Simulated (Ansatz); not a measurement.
Program: Ansatz 0.2.0.

A structure relaxed at PBE0-D4/def2-TZVP, charge 0, multiplicity 1:

```xyz
11

C    -1.029    1.100   -0.836
Ga    0.415   -0.040   -1.526
Se    1.566   -1.391   -0.031
C     0.641   -0.922    1.633
H    -0.654    1.748   -0.039
H    -1.458    1.723   -1.621
H    -1.823    0.482   -0.409
H     0.893   -0.152   -3.012
H    -0.414   -1.178    1.567
H     1.105   -1.507    2.425
H     0.759    0.137    1.849
```

Give its formula and SMILES.

C2H7GaSe, `[CH3][GaH][Se]C`.

Point group (tolerance 0.08 Å, 0.16 Å for H)?

Cs.

Summarise the bond lengths by kind.

1 × C–Ga 1.965 Å; 6 × C–H 1.087 to 1.093 Å; 1 × Ga–Se 2.321 Å; 1 × Ga–H 1.565 Å; 1 × C–Se 1.961 Å.
